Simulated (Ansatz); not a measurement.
# Telling isomers of C2H3BF2 apart by their spectra

These gas-phase data were calculated for one isomer of C2H3BF2 at PBE-D3(BJ)/def2-SVP (harmonic, unscaled wavenumbers; equilibrium rotational constants with average atomic masses):

```
rotational constants            : 9.462, 3.773, 2.697 GHz
all wavenumbers above 1500 cm⁻¹ : 3159, 3094, 3062, 1643
dipole moment                   : 2.13 D (PBE0/def2-TZVPD)
```

Candidates:

(1) `FB/C=C/F`, a singlet
(2) `C=CB(F)F`, a singlet

Q: Which candidate do the data belong to?

A: Candidate (2). No mode falls between 2350 and 2900 cm⁻¹, where the B–H stretch of (1) would stand.

The same quantities for all candidates:

|  | rotational constants (GHz) | wavenumbers above 1500 cm⁻¹ | dipole (D) | E above the lowest, PBE-D3(BJ)/def2-SVP (kcal/mol) |
| --- | --- | --- | --- | --- |
| (1) | 36.87, 1.925, 1.83 | 3111, 3104, 2537, 1653 | 1.19 | 46.9 |
| (2) | 9.462, 3.773, 2.697 | 3159, 3094, 3062, 1643 | 2.13 | 0.0 |

Each candidate is one conformer. Programs: Ansatz 0.2.0.
